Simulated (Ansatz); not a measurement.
Cost and result for the atomization energy of C$_{2}$H$_{8}$FGeNO, SMILES `C[NH][GeH]([F])[O]C` (14 atoms, 13 bonds).

| atom | x (Å) | y (Å) | z (Å) |
| --- | --- | --- | --- |
| C1 | 2.100 | -1.378 | 0.915 |
| N2 | 1.422 | -0.323 | 0.189 |
| Ge3 | -0.356 | -0.098 | 0.265 |
| F4 | -1.254 | -1.367 | -0.539 |
| O5 | -0.674 | 1.352 | -0.671 |
| C6 | -1.996 | 1.669 | -1.054 |
| H7 | 3.141 | -1.101 | 1.103 |
| H8 | 2.090 | -2.347 | 0.402 |
| H9 | 1.628 | -1.518 | 1.890 |
| H10 | 1.838 | -0.104 | -0.704 |
| H11 | -0.895 | -0.095 | 1.699 |
| H12 | -1.954 | 2.564 | -1.677 |
| H13 | -2.458 | 0.861 | -1.630 |
| H14 | -2.631 | 1.886 | -0.186 |

Total charge 0; spin multiplicity 1. Correlated methods include outer-core shells of Ge, which these sets cover unevenly. Scalar relativity is left out up to krypton. All single points use the PBE0-D4/def2-TZVP geometry. It is one conformer, not always the lowest. Program: Ansatz. All runs use 2 threads of an AMD EPYC 7R13 on a shared host and a share of an NVIDIA H100 80 GB. Times are those of one run each, without the atoms' runs, and a repeat can differ threefold. Electronic energies, without spin–orbit coupling; frozen cores. CCSD(T)/CBS adds CCSD(T) − MP2 in def2-TZVPP to the MP2 limit, and its time is that of the two runs behind it. T1 = 0.011. With those shells the extrapolation isn't a true limit. B3LYP takes the VWN-RPA correlation (the form of Gaussian; ORCA's B3LYP/G).

CCSD(T)/CBS is a level of theory with its own doubt, some kJ/mol a heavy atom from the limit and from the frozen cores, so smaller differences don't rank the functionals.

```json
{"level": "PBE-D4/def2-TZVPP (with forces)", "functions": "315", "wall time": "2.6 s", "atomization (kJ/mol)": "5192.5", "difference from CCSD(T)/CBS": "75.4", "per bond": "5.8"}
{"level": "PBE0-D4/def2-TZVPP", "functions": "315", "wall time": "2.9 s", "atomization (kJ/mol)": "5085.3", "difference from CCSD(T)/CBS": "-31.8", "per bond": "-2.4"}
{"level": "r2SCAN-D4/def2-TZVPP (with forces)", "functions": "315", "wall time": "3.2 s", "atomization (kJ/mol)": "5099.4", "difference from CCSD(T)/CBS": "-17.7", "per bond": "-1.4"}
{"level": "B3LYP-D4/def2-TZVPP (with forces)", "functions": "315", "wall time": "3.5 s", "atomization (kJ/mol)": "5093.6", "difference from CCSD(T)/CBS": "-23.5", "per bond": "-1.8"}
{"level": "ωB97X-V/def2-TZVPP", "functions": "315", "wall time": "3.6 s", "atomization (kJ/mol)": "5125.6", "difference from CCSD(T)/CBS": "8.5", "per bond": "0.7"}
{"level": "B2PLYP/def2-TZVPP", "functions": "315", "wall time": "4.4 s", "atomization (kJ/mol)": "5050.9", "difference from CCSD(T)/CBS": "-66.2", "per bond": "-5.1"}
{"level": "MP2/def2-QZVPP", "functions": "614", "wall time": "4.5 s", "atomization (kJ/mol)": "5146.7", "difference from CCSD(T)/CBS": "29.6", "per bond": "2.3"}
{"level": "ωB97M-V/def2-TZVPP (with forces)", "functions": "315", "wall time": "7.5 s", "atomization (kJ/mol)": "5104.6", "difference from CCSD(T)/CBS": "-12.5", "per bond": "-1.0"}
{"level": "CCSD(T)/def2-TZVPP", "functions": "315", "wall time": "7.5 s", "atomization (kJ/mol)": "4987.8", "difference from CCSD(T)/CBS": "-129.3", "per bond": "-9.9"}
{"level": "CCSD(T)/CBS(def2)", "functions": "–", "wall time": "12 s", "atomization (kJ/mol)": "5117.1", "difference from CCSD(T)/CBS": "0.0", "per bond": "0.0"}
```

In def2-TZVPP, CCSD(T) changes the Hartree–Fock value by +1372.6 kJ/mol (the triples alone add +76.4 kJ/mol) and MP2 by +1454.4 kJ/mol; breaking electron pairs costs correlation energy, which Hartree–Fock lacks. From PBE to PBE0 (25 % exact exchange), in def2-TZVPP and without D4, the atomization energy moves by −103.1 kJ/mol: exact exchange takes away binding that semilocal exchange gives to molecules. The D4 term adds +42.4 kJ/mol with B3LYP and +22.4 kJ/mol with PBE0; it sums over pairs of atoms, weighted by their polarisabilities, and B3LYP, whose exchange is more repulsive, gets the larger term.
